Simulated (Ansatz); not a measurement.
Born–Oppenheimer molecular dynamics of ClH3O2Si (7 atoms, charge 0, multiplicity 1). It starts at the highest image of a converged band. Of that band: Neighbouring images differ by up to 2.0 eV, so the band resolves the path poorly. A vibrational analysis at the climbing image gives one clearly imaginary mode, 1468i cm⁻¹: a first-order saddle point.

Computed with RKS PBE0-D4/6-31G (Ansatz).

- ensemble: NVE (velocity Verlet)
- time step: 0.5 fs
- steps asked: 200
- starting velocities drawn for: 300 K
- seed: 10946

Frames 1 fs apart, positions in Å.

Velocities at 85.0 fs (Å/ps):

```
O 6.17 4.97 -3.02
Si -7.02 4.73 -0.34
O -0.16 -4.90 1.50
Cl 2.00 -2.88 0.95
H 4.47 10.04 9.27
H 47.97 -32.90 -21.39
H -22.99 -8.83 12.23
```

```xyz
7
Properties=species:S:1:pos:R:3 time_fs=85.0 energy_less_start_eV=-0.267 T=713
O 0.106 1.317 -0.822
Si -0.032 0.366 0.545
O 0.865 -0.997 -0.142
Cl -2.106 -0.182 0.983
H -0.178 2.203 -1.000
H -0.537 1.491 1.284
H 0.526 -1.422 -0.956
7
Properties=species:S:1:pos:R:3 time_fs=86.0 energy_less_start_eV=-0.292 T=754
O 0.113 1.322 -0.825
Si -0.039 0.370 0.544
O 0.864 -1.001 -0.140
Cl -2.104 -0.185 0.984
H -0.175 2.216 -0.991
H -0.483 1.464 1.275
H 0.503 -1.429 -0.943
7
Properties=species:S:1:pos:R:3 time_fs=87.0 energy_less_start_eV=-0.429 T=966
O 0.119 1.327 -0.829
Si -0.046 0.374 0.542
O 0.864 -1.005 -0.137
Cl -2.102 -0.188 0.985
H -0.173 2.235 -0.982
H -0.417 1.454 1.295
H 0.478 -1.433 -0.927
7
Properties=species:S:1:pos:R:3 time_fs=88.0 energy_less_start_eV=-0.720 T=1414
O 0.126 1.332 -0.835
Si -0.053 0.377 0.538
O 0.863 -1.009 -0.133
Cl -2.101 -0.192 0.986
H -0.170 2.252 -0.972
H -0.341 1.464 1.346
H 0.452 -1.433 -0.910
7
Properties=species:S:1:pos:R:3 time_fs=89.0 energy_less_start_eV=-1.083 T=1973
O 0.133 1.337 -0.841
Si -0.060 0.379 0.534
O 0.862 -1.012 -0.127
Cl -2.099 -0.196 0.987
H -0.166 2.264 -0.961
H -0.253 1.488 1.426
H 0.425 -1.433 -0.893
7
Properties=species:S:1:pos:R:3 time_fs=90.0 energy_less_start_eV=-1.376 T=2423
O 0.139 1.343 -0.847
Si -0.067 0.380 0.528
O 0.861 -1.014 -0.120
Cl -2.098 -0.200 0.988
H -0.160 2.270 -0.949
H -0.152 1.516 1.524
H 0.399 -1.430 -0.875
7
Properties=species:S:1:pos:R:3 time_fs=91.0 energy_less_start_eV=-1.520 T=2647
O 0.145 1.350 -0.854
Si -0.074 0.382 0.522
O 0.859 -1.015 -0.113
Cl -2.097 -0.204 0.988
H -0.152 2.270 -0.936
H -0.040 1.536 1.629
H 0.373 -1.428 -0.857
7
Properties=species:S:1:pos:R:3 time_fs=92.0 energy_less_start_eV=-1.527 T=2659
O 0.151 1.356 -0.862
Si -0.081 0.384 0.516
O 0.856 -1.015 -0.104
Cl -2.096 -0.209 0.989
H -0.144 2.269 -0.924
H 0.082 1.542 1.732
H 0.348 -1.426 -0.839
7
Properties=species:S:1:pos:R:3 time_fs=93.0 energy_less_start_eV=-1.454 T=2548
O 0.157 1.363 -0.870
Si -0.088 0.386 0.510
O 0.853 -1.015 -0.095
Cl -2.096 -0.213 0.989
H -0.136 2.272 -0.912
H 0.207 1.527 1.824
H 0.328 -1.425 -0.820
7
Properties=species:S:1:pos:R:3 time_fs=94.0 energy_less_start_eV=-1.362 T=2406
O 0.162 1.369 -0.877
Si -0.093 0.388 0.504
O 0.849 -1.014 -0.085
Cl -2.095 -0.218 0.990
H -0.130 2.281 -0.902
H 0.333 1.491 1.900
H 0.311 -1.425 -0.800
7
Properties=species:S:1:pos:R:3 time_fs=95.0 energy_less_start_eV=-1.283 T=2284
O 0.168 1.375 -0.885
Si -0.099 0.392 0.499
O 0.844 -1.013 -0.074
Cl -2.094 -0.222 0.991
H -0.125 2.297 -0.893
H 0.456 1.434 1.957
H 0.299 -1.427 -0.780
7
Properties=species:S:1:pos:R:3 time_fs=96.0 energy_less_start_eV=-1.236 T=2212
O 0.172 1.381 -0.892
Si -0.103 0.395 0.494
O 0.838 -1.011 -0.063
Cl -2.094 -0.227 0.991
H -0.120 2.315 -0.887
H 0.570 1.357 1.991
H 0.291 -1.433 -0.761
```

Of the whole run (100 fs, mean temperature of the second half 1841 K): The conserved energy stayed within 0.52 meV per atom of its start (net change -0.12 meV per atom), so the integration is sound. The system heated up, since it started high on the potential surface and ran downhill. A run of 0.1 ps of so small a system gives no equilibrium averages. The orbitals stay closed-shell, which can raise the energy where a bond breaks towards radicals; this wasn't checked here. Limits of this set-up: no polarisation functions.

Time of the run: 7.6 min on 1 thread of Arm Neoverse V1, with other jobs on the host, peak memory 0.11 GiB.
